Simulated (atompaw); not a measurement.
# Building the PAW (atompaw) potential for promethium (PBEsol, scalar-relativistic).

atompaw 4.2.0.5 input, output lines left out:

```
Pm 61
GGA-PBESOL scalarrelativistic loggrid 2001 logderivrange -5 5 251
6 6 5 4 0 0
6 1 0
5 2 1
4 3 4
0 0 0
c
c
c
c
v
v
c
c
c
v
v
c
c
v
c
2
2.40 2.00 1.80 2.15
n
n
y
1.85
n
custom rrkj gramschmidtortho sinc
bessel
1.70
2.10
2.10
2.40
2.40
2.40
```

All-electron outer shells of the reference configuration (PBEsol, scalar-relativistic, ld1.x):

| shell | level (eV) | outermost node (bohr) | outermost maximum (bohr) |
| --- | --- | --- | --- |
| 4d | -129.20 | 0.29 | 0.60 |
| 5s | -45.24 | 0.70 | 1.27 |
| 5p | -25.35 | 0.75 | 1.44 |
| 4f | -7.52 | – | 0.62 |
| 6s | -3.96 | 1.70 | 3.54 |
| 5d | -2.86 | 0.85 | 2.04 |
| 6p | -1.32 | 2.03 | 4.72 |

Question: Does this generation succeed?

Answer: No. atompaw 4.2.0.5 stopped with "atompaw: The overlap operator has at least one negative eigenvalue!": the overlap operator built from these waves and projectors is not positive definite.
